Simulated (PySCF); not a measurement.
[LuF2]+ at several levels of theory

Computed with PySCF 2.14.0 (density fitting, no spin-orbit coupling) at the geometry relaxed with PBE0:

```xyz
3
[LuF2]+ (singlet)
Lu    0.0000    0.0000   -0.3121
F     1.5251    0.0000    0.7645
F    -1.5251    0.0000    0.7645
```

```csv
level,basis,state,HOMO (eV),gap (eV),charge on Lu1 (e),population of f-type functions on Lu1 (core shells left out),dipole about the centre of mass (D),largest force component (eV/Å)
PBE0,"Lu def2-SVP with ECP28, F def2-SVP",singlet,-16.39,7.71,1.71,14.07,6.07,0.01
revPBE,the same,singlet,-14.34,4.93,1.59,14.06,5.56,0.74
r2SCAN,the same,singlet,-14.85,5.95,1.68,14.06,5.90,0.13
```

Charges are Mulliken's, which hang on the basis. The relaxation used the grid (50, 194), these runs (75, 302) or, all-electron (x2c bases, spin-free X2C Hamiltonian), (99, 590).

Q: What does PBE0 with Lu def2-TZVP with ECP28, F def2-TZVP give here?

A: state singlet, HOMO (eV) -16.49, gap (eV) 7.81, charge on Lu1 (e) 1.83, population of f-type functions on Lu1 (core shells left out) 14.05, dipole about the centre of mass (D) 6.13, largest force component (eV/Å) 0.27. Time: 16 s on 2 threads of Intel(R) Xeon(R) Platinum 8488C (Sapphire Rapids) (shared host), from free ions and atoms.

In the first row's basis the gap widens with exact exchange: 4.9 to 5.9 eV for revPBE, r2SCAN (none); 7.7 eV for PBE0 (a fixed share).
